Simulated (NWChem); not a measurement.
Si3H7F; SMILES F[SiH2][SiH2][SiH3]

```xyz
11

Si    -0.6705     1.9846     0.0819
Si     1.1186     0.4841    -0.1633
Si     0.2576    -1.6716     0.1911
F     -1.3155    -1.6292    -0.2533
H     -1.3243     1.7643     1.4079
H     -0.1922     3.3994     0.0061
H     -1.6691     1.7462    -1.0029
H      1.7100     0.6010    -1.5337
H      2.1903     0.7625     0.8455
H      0.3128    -2.0406     1.6369
H      0.9323    -2.7298    -0.6162
```
Atoms are numbered in this order, from 1.

All runs: NWChem. The geometry was optimised at PBE0/def2-SVP. Level MN15/def2-SVP: energy and gradient on several grids; changes count from the extra-fine grid, which is no exact limit either.

```
grid     size of the energy change (μHa)  largest change of a gradient component (μHa/bohr)  time, medium = 1 (rough)
-------  -------------------------------  -------------------------------------------------  ------------------------
xcoarse                            40000                                               2000                   about 1
coarse                               200                                                300                   about 1
medium                              < 10                                                 70                   about 1
fine                                < 10                                               < 30                   about 1
xfine                               < 10                                               < 30                         3
```
